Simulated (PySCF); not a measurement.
**From computed data to an observable: oscillator strength and radiative lifetime**

C₄H₄ClF, SMILES C=C(Cl)/C=C\F.

The structure is a stationary point at B3LYP-D3(BJ)/def2-SVP. The structure was generated by enumeration; whether it is a known compound was not checked. One conformer was computed; it need not be the lowest.

TDDFT-PBE0/def2-SVPD (PySCF 2.14.0) puts the first singlet state with f over 0.02 at 5.48 eV (vertical), with the transition dipole (0.477, -1.785, 0.000) in atomic units.

Problem. Find the oscillator strength, the wavelength and the radiative lifetime that this transition would have in vacuum if emission retraced absorption.

Solution. 
|μ|² = 3.4138 au, so |μ| = 4.70 D. ΔE = 5.48/27.211 = 0.2014 hartree. f = (2/3) ΔE |μ|² = 0.458 (the program prints 0.458).
λ = 1239.84/5.48 = 226 nm; ν = 44199 cm⁻¹.
Einstein's coefficient A = 0.6670 ν² f s⁻¹ (ν in cm⁻¹) = 6.0e8 s⁻¹, so τ = 1/A = 1.7 ns. This state is S1. The figure is the radiative limit of this one transition; relaxation, internal conversion, crossing to triplets and a medium change what is measured.
